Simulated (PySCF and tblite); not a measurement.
Values are calculated unless marked as measured or tabulated.
Stationary points of C4H8Se at PBE0-D3(BJ)/def2-SVP, in Å:

Structure A

```
 1 C     0.749   -0.537    0.467
 2 C    -0.675   -0.782   -0.017
 3 C    -1.409    0.551   -0.013
 4 Se   -0.106    1.884   -0.649
 5 C     1.345    0.581   -0.378
 6 H     0.729   -0.229    1.526
 7 H     1.365   -1.448    0.403
 8 H    -0.650   -1.188   -1.042
 9 H    -1.200   -1.520    0.614
10 H    -1.733    0.834    0.999
11 H    -2.284    0.560   -0.678
12 H     2.191    1.081    0.112
13 H     1.675    0.214   -1.361
```

Structure B

```
 1 C     0.800   -0.718    0.173
 2 C    -0.747   -0.761    0.201
 3 C    -1.339    0.598   -0.178
 4 Se   -0.039    1.459   -1.357
 5 C     1.296    0.689   -0.156
 6 H     1.228   -1.051    1.133
 7 H     1.169   -1.414   -0.594
 8 H    -1.102   -1.522   -0.509
 9 H    -1.120   -1.061    1.194
10 H    -1.479    1.245    0.701
11 H    -2.304    0.515   -0.698
12 H     1.358    1.326    0.739
13 H     2.278    0.692   -0.649
```

Geometries: PBE0-D3(BJ)/def2-SVP; energies: revPBE/pcSseg-1 + D3(BJ), IEF-PCM water; zero-point and thermal terms from GFN2-xTB harmonic modes (soft modes blended into free rotors).

**Question.** Which structure is a saddle point, and along which motion?

**Answer.** B: one imaginary mode (72i cm⁻¹ at GFN2-xTB, mostly on C2, C1, H8), along the inversion of the 5-membered ring (1–2–3–4–5).

**Question.** Give their symmetry and energies above the lowest.

**Answer.** A C2, 0.0 kcal/mol; B Cs, 3.5 kcal/mol.

Spin–orbit effects of heavy atoms on shieldings are missing.
